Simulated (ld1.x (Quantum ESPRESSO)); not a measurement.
Results of a calculation; reference values are marked as such.
## Hardness and transferability of assorted potentials

Generated with ld1.x 7.5 (TM, RRKJ, ultrasoft, PAW), atompaw 4.2 or ONCVPSP 4.0.1. The cutoff is in Ry: for ld1.x and atompaw files where the sum of valence levels is converged to 10 mRy in a Bessel basis, for ONCV files where the hardest occupied wave has 1 mHa per electron of residual kinetic energy. The error is the largest all-electron minus pseudo excitation energy over each file’s own four to seven test configurations (ionisations up to +4, promotions, holes and added fractions of an electron), all of which were solved. The labels leave out finer settings (local radius, basis sizes, second energies), which also bear on the numbers. Spin-polarised tests are not counted. The rows are a selection from randomly drawn settings: files with unsolved tests, undetermined cutoffs or missed reference levels are left out.

A true bound ghost makes a file unfit for plane-wave use even where its test errors are small: the radial tests pick states by their node count and pass the ghost by.

| element | potential | cutoff (Ry) | largest error (meV) | bound ghosts |
| --- | --- | --- | --- | --- |
| S | TM, PBE, scalar-relativistic, rc 1.25/1.05/1.10 (spd), local p, core correction yes, reference 3s2 3p4 | 110 | +89 | none |
| Ar | TM, PBEsol, scalar-relativistic, rc 0.90/1.25 (sp), local p, core correction no, reference 3s2 3p6 | 160 | +264 | none |
| Ga | TM, PBE, scalar-relativistic, rc 2.08/2.74 (sp), local p, core correction yes, reference 4s1 4p2 | 10 | -102 | none |
| Ge | TM, PW91, scalar-relativistic, rc 1.25/1.95/1.00 (spd), local p, core correction yes, reference 3d10 4s2 4p2 | 260 | -78 | s |
| Mo | TM semilocal, Wu–Cohen, scalar-relativistic, rc 3.05/3.10/1.45 (spd), local p, core correction no, reference 4d5 5s1 5p0 | 45 | -246 | none |

Q: Fill in the row for Ar: RRKJ, revPBE, scalar-relativistic, rc 1.05/1.15 (sp), local p, core correction yes, reference 3s2 3p4.

A: cutoff 40 Ry, largest error +80 meV, bound ghosts: none.

Q: Fill in the row for Ar: TM, PW91, scalar-relativistic, rc 1.30/1.00 (sp), local s, core correction yes, reference 3s2 3p6.

A: cutoff 110 Ry, largest error +199 meV, bound ghosts: none.

Q: Fill in the row for Nb: TM semilocal, BP86, scalar-relativistic, rc 1.35/1.30/2.80/2.30 (spdf), local f, core correction no, reference 4s2 4p6 4d5 5s0 5p0.

A: cutoff 90 Ry, largest error +120 meV, bound ghosts: none.
